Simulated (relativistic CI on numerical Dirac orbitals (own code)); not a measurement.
# Ir⁶⁺: 5p photoemission

Computed with this model: Dirac-Coulomb-Breit CI, orbitals from a KLI potential per configuration, model QED (radiative potential, 1s self-energy scaled to tabulated hydrogen-like ionisation energies), valence Slater integrals scaled by 0.8, multiplet model of photoemission in the sudden approximation; configurations [Xe] 4f14 5d3 → [Kr] 4d10 4f14 5s2 5p5 5d3; 80 K; Lorentzian 1.5 eV and Gaussian 0.6 eV FWHM. Energies are those of the free ion, without screening or charge transfer. The energies are binding energies and can lie tens of eV above those of solids. S is read from ⟨S²⟩ = S(S + 1).

Computed curve for free ion, scaled to 100 at the maximum (points under 2 are left out and the grid is thinned):

Energy (eV), Intensity and a bar:
```
    129.6        2.1 
    130.6        2.8 
    131.4        3.7 #
    132.4        5.7 #
    133.2        8.9 ##
    134.2       18.7 #####
    135.0       43.7 #############
    136.0      100.0 ##############################
    136.8       76.7 #######################
    137.8       68.2 ####################
    138.6       45.1 #############
    139.6       22.0 ######
    140.4       13.2 ###
    141.4        9.5 ##
    142.4       11.6 ###
    143.2       15.9 ####
    144.2       19.8 #####
    145.0       14.7 ####
    146.0        8.8 ##
    146.8        6.4 #
    147.8        5.1 #
    148.6        4.0 #
    149.6        3.3 
    150.4        3.0 
    151.4        2.6 
    152.2        2.8 
    153.2        3.9 #
    154.2        7.8 ##
    155.0       17.1 #####
    156.0       31.8 #########
    156.8       33.7 ##########
    157.8       14.3 ####
    158.6        7.8 ##
    159.6        6.3 #
    160.4        8.7 ##
    161.4       21.8 ######
    162.2       21.2 ######
    163.2        8.0 ##
    164.0        3.9 #
    165.0        2.2
```

The ground state has S = 1.35, and the centroid lies at 143.68 eV.
